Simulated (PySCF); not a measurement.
Potential energy of TeCl along the bond

Set-up: Te cc-pVTZ-PP with ECP28, Cl cc-pV(T+d)Z; scalar-relativistic core potentials (PySCF 2.14). Energies in eV from Te + Cl in their ground configurations at the same level. State: ²Π (doublet), unpaired electrons π ↑.

All columns are PBE0. A positive dipole means Te(−)Cl(+).

| R (Å) | E (eV) | μ (D) | Mulliken charge on Te (basis-dependent) | HOMO (eV) | LUMO (eV) | Mayer bond order | ⟨S²⟩ |
| --- | --- | --- | --- | --- | --- | --- | --- |
| 1.999 | -1.480 | -0.03 | 0.08 | -5.80 | -3.76 | 1.33 | 0.75 |
| 2.092 | -2.230 | -0.45 | 0.13 | -5.99 | -3.94 | 1.26 | 0.75 |
| 2.185 | -2.627 | -0.87 | 0.17 | -6.17 | -4.11 | 1.21 | 0.75 |
| 2.254 | -2.761 | -1.18 | 0.20 | -6.30 | -4.23 | 1.17 | 0.75 |
| 2.324 | -2.793 | -1.48 | 0.22 | -6.42 | -4.34 | 1.14 | 0.75 |
| 2.394 | -2.751 | -1.77 | 0.24 | -6.53 | -4.44 | 1.11 | 0.75 |
| 2.487 | -2.611 | -2.14 | 0.26 | -6.67 | -4.57 | 1.08 | 0.75 |
| 2.603 | -2.353 | -2.58 | 0.28 | -6.84 | -4.71 | 1.04 | 0.76 |
| 2.742 | -1.979 | -3.06 | 0.29 | -7.00 | -4.85 | 1.00 | 0.76 |
| 2.928 | -1.457 | -3.57 | 0.30 | -7.17 | -5.02 | 0.95 | 0.78 |

A fit through these points gives, at Re = 2.316 Å, μ = -1.44 D and dμ/dR = -4.26 D/Å; the reduced mass is 27.55 u.

Question: How strong is the fundamental in the double-harmonic approximation, I = 42.26·(dμ/dR)²/μred km/mol?

Answer: I = 42.26·(-4.26)²/27.55 = 27.8 km/mol at PBE0.

Spin–orbit coupling is left out, which matters for elements this heavy, above all for dissociation energies. The state was picked by a PBE0 search and need not be the measured ground state.
